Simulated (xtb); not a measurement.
B(OH)(OMe)(SiH3) (CH7BO2Si), SMILES B(O)([SiH3])OC. All values are semi-empirical tight-binding results from xtb (GFN2-xTB unless named), good for trends rather than for accurate numbers. The structure is a stationary point at GFN2-xTB. The structure was generated by enumeration, and PubChem lists no compound with its InChIKey, so it may never have been made. Other conformers were not sampled.

A frequency run showed that this geometry is not a minimum.

Computed properties:
```
Item                                             Result
----------------------------------------  -------------
orbital gap                                     4.09 eV
dipole moment                                    0.58 D
static polarisability (D4 model)             65.9 bohr³
solvation energy, GFN2-xTB/ALPB(water)    -5.2 kcal/mol
solvation energy, GFN2-xTB/ALPB(benzene)  -4.7 kcal/mol
```
